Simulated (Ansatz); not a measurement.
Ge2H8N2O, SMILES `[NH2][GeH2][O][GeH2][NH2]`. The species carries charge 0 and has multiplicity 1. All single points use the PBE0-D4/def2-TZVP geometry. It is one conformer, not always the lowest.

```xyz
13

N     0.325   -1.609    0.716
Ge   -1.326   -1.004    0.167
O    -1.043    0.249   -1.042
Ge    0.460    1.211   -1.164
N     1.144    1.726    0.447
H     0.362   -1.908    1.680
H     0.738   -2.328    0.138
H    -2.009   -0.417    1.416
H    -2.190   -2.066   -0.536
H     1.514    0.348   -1.874
H     0.058    2.464   -1.953
H     0.587    2.391    0.964
H     1.380    0.943    1.041
```

Problem. What is the dipole moment at PBE/def2-TZVPP? (Best estimate.)

Solution. The calculation gave: 2.41 D, with components (0.05, -1.66, 1.75) D in this frame, pointing from negative to positive charge.

Problem. And with r2SCAN, B3LYP, ωB97M-V? (Estimate.)

Solution. Ansatz gave: r2SCAN 2.45 D, B3LYP 2.46 D, ωB97M-V 2.48 D.

Problem. Give the Mulliken charges with PBE, B3LYP, r2SCAN in def2-TZVPP. (An estimate is asked.)

Solution. The calculation gave: 
```json
{"atom": "N1", "PBE": "-0.41", "B3LYP": "-0.42", "r2SCAN": "-0.46"}
{"atom": "Ge2", "PBE": "0.39", "B3LYP": "0.45", "r2SCAN": "0.47"}
{"atom": "O3", "PBE": "-0.45", "B3LYP": "-0.52", "r2SCAN": "-0.53"}
{"atom": "Ge4", "PBE": "0.40", "B3LYP": "0.47", "r2SCAN": "0.48"}
{"atom": "N5", "PBE": "-0.38", "B3LYP": "-0.39", "r2SCAN": "-0.43"}
{"atom": "H6", "PBE": "0.15", "B3LYP": "0.13", "r2SCAN": "0.15"}
{"atom": "H7", "PBE": "0.15", "B3LYP": "0.14", "r2SCAN": "0.16"}
{"atom": "H8", "PBE": "-0.04", "B3LYP": "-0.03", "r2SCAN": "-0.04"}
{"atom": "H9", "PBE": "-0.03", "B3LYP": "-0.03", "r2SCAN": "-0.03"}
{"atom": "H10", "PBE": "-0.04", "B3LYP": "-0.03", "r2SCAN": "-0.03"}
{"atom": "H11", "PBE": "-0.02", "B3LYP": "-0.02", "r2SCAN": "-0.02"}
{"atom": "H12", "PBE": "0.14", "B3LYP": "0.13", "r2SCAN": "0.14"}
{"atom": "H13", "PBE": "0.14", "B3LYP": "0.13", "r2SCAN": "0.14"}
```

B3LYP here is the variant with VWN-RPA as its local correlation; programs differ in this.
